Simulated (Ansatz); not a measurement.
Ansatz (a first-principles code) input (RI-MP2/def2-TZVPP):
A basis named .json is the Basis Set Exchange file of that set.

Ansatz 0.2 input:
```yaml
crystal:
  periodic: [false, false, false]
  atoms:
    - {symbol: W, position_ang: [0.03912518, -0.01282985, -0.00865191]}
    - {symbol: O, position_ang: [1.61331285, -0.52903435, -0.35675858]}
    - {symbol: F, position_ang: [-0.76242127, -0.35617808, 1.67128614]}
    - {symbol: F, position_ang: [-0.99333055, 0.93192074, -1.28302944]}
basis:
  gaussian:
    orbitals: def2-TZVPP
    fitting: {mean_field: def2-universal-jkfit, correlation: def2-TZVPP-RIFIT.json}
magnetization: {spin_polarized: true, initial_magnetization: 2}
correlation: {method: mp2, electrons: outside_noble_gas}
```

End of the output:

```
integrals: 0.08 GiB planned
458 factors; integrals over basis functions are off by at most 1.6e0 eV
412 factors; integrals over basis functions are off by at most 1.8e0 eV
mean field: 0.38 GiB planned
mean field evaluation 1: about -9253.3341 eV, gradient 4.8e1 eV
mean field evaluation 2: about -9247.0577 eV, gradient 6.8e1 eV
mean field evaluation 4: about -9262.4263 eV, gradient 3.7e0 eV
mean field evaluation 8: about -9262.6078 eV, gradient 4.7e-1 eV
mean field evaluation 16: about -9262.4947 eV, gradient 1.5e0 eV
mean field evaluation 32: about -9258.2106 eV, gradient 3.7e0 eV
mean field -9262.63391773 eV, -340.3955180376 hartree, gradient 2.1e-6 eV, S^2 2.122301; 3 other end points of the search recorded, 0 dependent functions left out
7 core orbitals not correlated
reference -9262.63391773 eV, -340.3955180376 hartree; 14, 12 occupied and 128, 130 virtual orbitals, 412 factors
second order -25.15533269 eV of doubles, -0.00000000 eV of singles
Total energy: -9287.78925042 eV, -341.3199594633 hartree
```

The spin state was set by rule; other spins were not relaxed.

The determinant is spin-contaminated: <S^2> is 2.12 against 2.00 for a pure state.
